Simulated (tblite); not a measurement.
Compound: C6H10AlF.
Atom-mapped SMILES: `[CH2:1]=[C:2]([AlH:3][F:4])[CH:5]1[CH2:6][CH2:7][CH2:8]1` (hydrogens: H9, H10 on C1; H11 on Al3; H12 on C5; H13, H14 on C6; H15, H16 on C7; H17, H18 on C8)

Computed with GFN2-xTB (tblite), gas phase: L-BFGS steps from a force-field or distance-geometry start until the largest atomic force falls under 0.01 eV/Å.

Step 87: E = -647.1806 eV
```
atom  x, y, z in Å  |  force x, y, z in eV/Å
C1     -1.3582   -0.3253    1.6139    0.010  -0.013  -0.017
C2     -1.1161   -0.0536    0.3334    0.012   0.006  -0.037
Al3    -2.5303    1.0788   -0.4684   -0.076   0.022  -0.026
F4     -2.6903    1.4635   -2.0680    0.032   0.006   0.089
C5      0.0671   -0.4869   -0.4802    0.029  -0.060   0.014
C6      0.9997    0.6912   -0.8476   -0.014  -0.025   0.018
C7      2.1747   -0.0317   -0.1729    0.045   0.004   0.008
C8      1.2602   -1.2145    0.1758    0.047   0.015   0.008
H9     -0.7385   -0.9399    2.2514    0.019   0.011  -0.016
H10    -2.2455    0.0890    2.0825    0.035  -0.027  -0.031
H11    -3.6373    1.5968    0.4547    0.005   0.009  -0.021
H12    -0.3011   -1.0109   -1.3678   -0.020   0.005  -0.001
H13     1.1236    0.8609   -1.9143   -0.019   0.002  -0.024
H14     0.7114    1.6292   -0.3712    0.008   0.035  -0.001
H15     2.5826    0.4855    0.6933   -0.016   0.019  -0.004
H16     2.9949   -0.2759   -0.8459   -0.025  -0.011   0.003
H17     1.5281   -2.1450   -0.3213   -0.020  -0.006   0.022
H18     1.1662   -1.4049    1.2409   -0.052   0.007   0.017
```

Step 88: E = -647.1817 eV
```
atom  x, y, z in Å  |  force x, y, z in eV/Å
C1     -1.3575   -0.3250    1.6135    0.019  -0.014  -0.012
C2     -1.1173   -0.0556    0.3322    0.025   0.009  -0.046
Al3    -2.5315    1.0812   -0.4645   -0.061   0.001  -0.047
F4     -2.6809    1.4775   -2.0619    0.029   0.010   0.078
C5      0.0671   -0.4889   -0.4802    0.033  -0.052   0.008
C6      0.9993    0.6889   -0.8488   -0.019  -0.024   0.015
C7      2.1748   -0.0328   -0.1752    0.046   0.006   0.027
C8      1.2613   -1.2156    0.1760    0.023   0.045  -0.006
H9     -0.7363   -0.9344    2.2529    0.039  -0.016  -0.008
H10    -2.2447    0.0861    2.0821   -0.001  -0.004  -0.019
H11    -3.6485    1.5883    0.4498    0.002   0.013  -0.003
H12    -0.3003   -1.0132   -1.3676   -0.023  -0.001  -0.007
H13     1.1214    0.8590   -1.9149   -0.016   0.001  -0.048
H14     0.7138    1.6271   -0.3726   -0.007   0.048   0.009
H15     2.5788    0.4866    0.6916    0.004   0.013  -0.012
H16     2.9954   -0.2769   -0.8474   -0.022  -0.007   0.007
H17     1.5302   -2.1470   -0.3181   -0.026  -0.013   0.024
H18     1.1661   -1.3993    1.2414   -0.045  -0.015   0.039
```

Step 89: E = -647.1828 eV
```
atom  x, y, z in Å  |  force x, y, z in eV/Å
C1     -1.3582   -0.3242    1.6113    0.020  -0.008  -0.013
C2     -1.1191   -0.0592    0.3289    0.028   0.010  -0.020
Al3    -2.5340    1.0832   -0.4617   -0.040  -0.028  -0.024
F4     -2.6663    1.4968   -2.0548    0.018   0.021   0.047
C5      0.0681   -0.4925   -0.4799    0.021  -0.020  -0.001
C6      0.9983    0.6866   -0.8493   -0.004  -0.011  -0.001
C7      2.1765   -0.0336   -0.1784    0.031   0.000   0.031
C8      1.2639   -1.2159    0.1778   -0.009   0.046   0.005
H9     -0.7354   -0.9269    2.2552    0.046  -0.032  -0.012
H10    -2.2469    0.0845    2.0782   -0.017   0.007  -0.015
H11    -3.6615    1.5745    0.4495    0.013   0.013  -0.004
H12    -0.2989   -1.0169   -1.3671   -0.012  -0.010  -0.012
H13     1.1173    0.8580   -1.9157   -0.014  -0.001  -0.046
H14     0.7152    1.6256   -0.3722   -0.018   0.034   0.009
H15     2.5797    0.4885    0.6876    0.020  -0.001  -0.032
H16     2.9948   -0.2799   -0.8534   -0.029   0.006   0.029
H17     1.5316   -2.1502   -0.3121   -0.025  -0.001   0.036
H18     1.1659   -1.3923    1.2445   -0.029  -0.024   0.023
```

Step 90: E = -647.1836 eV
```
atom  x, y, z in Å  |  force x, y, z in eV/Å
C1     -1.3588   -0.3237    1.6093    0.018  -0.008  -0.008
C2     -1.1210   -0.0625    0.3258    0.025   0.016   0.005
Al3    -2.5377    1.0824   -0.4604   -0.005  -0.042  -0.015
F4     -2.6542    1.5128   -2.0494    0.006   0.025   0.031
C5      0.0690   -0.4950   -0.4793    0.001   0.017  -0.012
C6      0.9976    0.6853   -0.8495    0.006   0.005  -0.018
C7      2.1778   -0.0336   -0.1801   -0.003  -0.003   0.027
C8      1.2658   -1.2149    0.1800   -0.038   0.025   0.011
H9     -0.7339   -0.9212    2.2559    0.047  -0.037  -0.015
H10    -2.2493    0.0824    2.0752   -0.021   0.011  -0.016
H11    -3.6689    1.5638    0.4504    0.007   0.014  -0.001
H12    -0.2983   -1.0192   -1.3663    0.005  -0.019  -0.017
H13     1.1144    0.8561   -1.9167   -0.012  -0.001  -0.034
H14     0.7167    1.6259   -0.3729   -0.023   0.008   0.004
H15     2.5818    0.4913    0.6836    0.032  -0.006  -0.029
H16     2.9928   -0.2836   -0.8570   -0.012   0.014   0.026
H17     1.5316   -2.1512   -0.3072   -0.014   0.002   0.038
H18     1.1657   -1.3889    1.2470   -0.018  -0.020   0.024
```

Question: Estimate the geometry and energy of step 91. (The exact step hangs on the optimiser's Hessian estimate; all steps are aligned on step 90, rigid shifts and turns removed.)

Answer: E = -647.1841 eV, largest force 0.053 eV/Å
```
atom  x, y, z in Å  |  force x, y, z in eV/Å
C1     -1.3594   -0.3229    1.6075    0.013  -0.011   0.002
C2     -1.1221   -0.0650    0.3232    0.014   0.020   0.025
Al3    -2.5403    1.0808   -0.4601    0.013  -0.044   0.005
F4     -2.6447    1.5264   -2.0452   -0.004   0.026   0.015
C5      0.0699   -0.4967   -0.4790   -0.015   0.038  -0.018
C6      0.9972    0.6845   -0.8498    0.011   0.018  -0.027
C7      2.1787   -0.0336   -0.1809   -0.028  -0.005   0.006
C8      1.2666   -1.2137    0.1824   -0.047   0.001   0.022
H9     -0.7325   -0.9169    2.2561    0.037  -0.031  -0.022
H10    -2.2521    0.0811    2.0722   -0.008   0.006  -0.022
H11    -3.6739    1.5548    0.4521    0.008   0.011  -0.007
H12    -0.2974   -1.0215   -1.3659    0.018  -0.022  -0.015
H13     1.1117    0.8548   -1.9178   -0.007   0.000  -0.016
H14     0.7166    1.6259   -0.3732   -0.022  -0.014  -0.004
H15     2.5856    0.4933    0.6796    0.035  -0.004  -0.017
H16     2.9904   -0.2865   -0.8599    0.001   0.016   0.022
H17     1.5310   -2.1516   -0.3028   -0.004   0.004   0.038
H18     1.1659   -1.3869    1.2499   -0.014  -0.010   0.013
```

The energy changes by -0.0006 eV. The first-order estimate −F·Δx gives -0.0008 eV and the mean of the old and new forces, exact on a quadratic surface, -0.0006 eV. The step makes an angle of 78° with the force vector and moves no atom by more than 0.017 Å.

The cost below is that of the whole relaxation. On an Intel Xeon at 2.50 GHz with one thread, on a shared host, this took 5.2 s wall, 4.6 s CPU.
